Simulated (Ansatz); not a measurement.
Coupled-cluster diagnostics for diborane 1,1-di F (B₂H₄F₂), Ansatz.

Geometry of the singlet (PBE-D4/def2-TZVP):

```xyz
8

B    -0.5921    0.1826   -0.6208
F    -0.7232   -0.6093   -1.6933
F    -1.3830    1.2585   -0.5145
H    -0.6197   -0.5750    0.5638
B     0.6034   -0.1860    0.6326
H     0.6770    0.5542    1.5673
H     1.2822   -1.1581    0.4869
H     0.7554    0.5330   -0.4220
```

Correlated methods freeze 4 core orbitals.

**Question.** Estimate the CCSD(T) correlation energy, the shares of MP2 and (T), T1 and the reference's ⟨S²⟩ for: charge 0, singlet, own geometry in def2-TZVPP; charge 1, doublet, vertical in def2-TZVPP; and the rough time on 4 threads of Arm Neoverse V2 on a shared host.

**Answer.** 
```tsv
state	basis	correlation (eV)	MP2 share (%)	(T) share (%)	T1	⟨S²⟩ (pure)	wall time
charge 0, singlet, own geometry	def2-TZVPP	-21.483	93.9	3.0	0.013	0.00 (0.00)	19 s
charge 1, doublet, vertical	def2-TZVPP	-20.783	93.5	3.2	0.020	0.78 (0.75)	5.3 min
```
Customary marks for T1 are 0.02 (closed shells), 0.045 (open shells) and about 0.05 (3d metals). T1 stays under 0.02 throughout.
